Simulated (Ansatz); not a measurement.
Program: Ansatz. Geometries: PBE0-D4/def2-TZVP. ΔE: electronic, gas phase. CBS: MP2 limit from def2 TZ/QZ plus the TZ coupled-cluster correction, frozen cores. Functionals use def2-TZVPP. Elements past krypton have def2 core potentials. For Sn outer-core shells are correlated without core-valence functions, which leaves a few kJ/mol of doubt a bond. Each species was taken in one conformer, which may not be the lowest.

`C[O][SnH]([Cl])[O][SiH3]` + `BN[SiH2]F` → `BN([SiH3])[SiH2]F` + `C[O][SnH]([OH])[Cl]`  (ligand exchange at the Si–O bond)

Question: Is it downhill or uphill in electronic energy at CCSD(T)/CBS, and by how much? (Best estimate.)

Answer: The calculation gave: Uphill: ΔE = +67.4 kJ/mol.

Question: What do these levels give: r2SCAN-D4, HF/def2-TZVPP, MP2/def2-TZVPP, SCS-MP2/def2-TZVPP, MP2/CBS(def2), CCSD/CBS(def2)? (An estimate is asked.)

Answer: The calculation gave: r2SCAN-D4 66.5, HF/def2-TZVPP 81.1, MP2/def2-TZVPP 66.4, SCS-MP2/def2-TZVPP 69.2, MP2/CBS(def2) 66.6, CCSD/CBS(def2) 69.3 kJ/mol.

Largest T1 diagnostic among the species: 0.013.

In def2-TZVPP, CCSD(T) changes the Hartree–Fock value by −14.0 kJ/mol (the triples alone add −2.0 kJ/mol) and MP2 by −14.7 kJ/mol.
